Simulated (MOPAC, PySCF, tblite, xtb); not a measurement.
Bond stretch in SiN, doublet.

Levels of theory: GFN1-xTB (xtb); PM7, unrestricted, heats of formation (MOPAC); GFN2-xTB, 300 K electronic temperature (tblite); UCCSD(T) = CCSD(T) on UHF/cc-pVDZ, 6 core orbitals frozen (PySCF 2.14.0).

Energies relative to the lowest point of each curve near equilibrium, in eV; the last columns give the difference from UCCSD(T):

```tsv
R / Å	GFN1-xTB	PM7	GFN2-xTB	UCCSD(T)	GFN1-xTB − UCCSD(T)	PM7 − UCCSD(T)	GFN2-xTB − UCCSD(T)
1.27	5.225	1.673	7.740	4.558	0.667	-2.885	3.182
1.32	3.146	0.993	4.591	2.976	0.170	-1.983	1.616
1.39	1.331	0.385	1.915	1.468	-0.136	-1.083	0.447
1.46	0.396	0.094	0.571	0.576	-0.180	-0.482	-0.004
1.51	0.092	0.012	0.139	0.219	-0.127	-0.207	-0.080
1.56	0.000	0.000	0.000	0.039	-0.039	-0.039	-0.039
1.59	0.022	0.021	0.019	0.000	0.022	0.021	0.019
1.65	0.192	0.115	0.216	0.039	0.153	0.076	0.178
1.73	0.599	0.812	0.674	0.263	0.336	0.549	0.411
1.81	1.126	1.134	1.190	0.605	0.522	0.530	0.586
```

GFN1-xTB is furthest from UCCSD(T) at 1.27 (0.667 eV, above); its mean absolute difference over the points is 0.235 eV.

PM7 is furthest from UCCSD(T) at 1.27 (-2.885 eV, below); its mean absolute difference over the points is 0.785 eV.

GFN2-xTB is furthest from UCCSD(T) at 1.27 (3.182 eV, above); its mean absolute difference over the points is 0.656 eV.

The scan ran from 1.27 to 6.20 Å; beyond the distances shown one of the unrestricted levels run for this scan, shown here or not, changes its spin distribution in one step. The unrestricted determinant behind UCCSD(T) is spin-contaminated at 1.39 to 1.81 Å (<S²> up to 2.0, against 0.75 for a pure doublet).
